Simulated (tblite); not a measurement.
C$_{3}$H$_{9}$O$_{4}$Si, doublet, geometry from GFN2-xTB; GFN1-xTB (tblite).

The tblite input:
```
$ tblite run mol.xyz --method gfn1 --charge 0 --spin 1 --efield 0,0,0.1 --json tblite.json --no-restart

# file mol.xyz
17

C     -0.38600731     2.63494261     0.08122108
O     -0.77907602     1.32178351     0.26334601
Si     0.02308773    -0.02033728    -0.26733647
O      0.15673885    -0.13806654    -1.81490421
O     -0.78554395    -1.26304075     0.45942465
C     -2.10891699    -1.60806063     0.25520816
O      1.45436715     0.03837562     0.55386437
C      2.41437714    -0.95593042     0.59623915
H     -0.40121247     2.88945753    -0.98513455
H     -1.09603470     3.27992005     0.60451915
H      0.62893474     2.79945459     0.45178136
H     -2.77144191    -0.75631175     0.42861827
H     -2.25638820    -1.94539476    -0.77754607
H     -2.35557366    -2.43117231     0.93020689
H      1.98642061    -1.90565089     0.92695156
H      3.20902884    -0.63506673     1.27414093
H      2.84443327    -1.10863799    -0.40068387
```

Question: What does tblite print? Leave out banner, timings and long lists.

Answer: 
```
xTB calculator
 | screened Coulomb repulsion
 | Coulomb electrostatics
 |  * isotropic Klopman-Ohno-Mataga-Nishimoto electrostatics
 |  * onsite third-order electrostatics
 | DFT-D3(BJ) dispersion correction
 | Interactions (1)
 | [1] electric field

halogen bonding energy    0.0000000000000E+00 Eh
repulsion energy          2.4509973532742E-01 Eh
dispersion energy        -6.1523519454341E-03 Eh
interaction energy        0.0000000000000E+00 Eh
number of electrons       4.9000000000000E+01 e
integral cutoff           2.8146159136829E+01 bohr

------------------------------------------------------------
  cycle        total energy    energy error   density error
------------------------------------------------------------
      1     -31.23083816600  -3.1469786E+01   4.3776016E-01
      2     -31.88805704930  -6.5721888E-01   2.4493816E-01
      3     -31.83652588624   5.1531163E-02   1.5005341E-01
      4     -31.89101454998  -5.4488664E-02   9.3016284E-02
      5     -31.93672724541  -4.5712695E-02   4.4791395E-02
      6     -31.95410103448  -1.7373789E-02   3.4146914E-02
      7     -31.96807865854  -1.3977624E-02   2.2436267E-02
      8     -31.95699027065   1.1088388E-02   2.8477021E-02
      9     -31.96865804178  -1.1667771E-02   1.6558642E-02
     10     -31.96664304116   2.0150006E-03   1.8166573E-02
     11     -31.97458829777  -7.9452566E-03   3.3920550E-03
     12     -31.97463836899  -5.0071226E-05   2.7615175E-03
     13     -31.97481186060  -1.7349161E-04   6.1347439E-04
     14     -31.97480867363   3.1869744E-06   6.5099929E-04
     15     -31.97481782033  -9.1466997E-06   1.9026489E-04
     16     -31.97481844421  -6.2388872E-07   7.2442092E-05
     17     -31.97481854030  -9.6089060E-08   2.0045248E-05
     18     -31.97481854824  -7.9355544E-09   5.3673414E-06
------------------------------------------------------------

electronic energy        -3.2213765931621E+01 Eh
total energy             -3.1974818548239E+01 Eh

Post processing:
 | Mayer-Wiberg bond orders

[Info] JSON dump of results written to 'tblite.json'
```
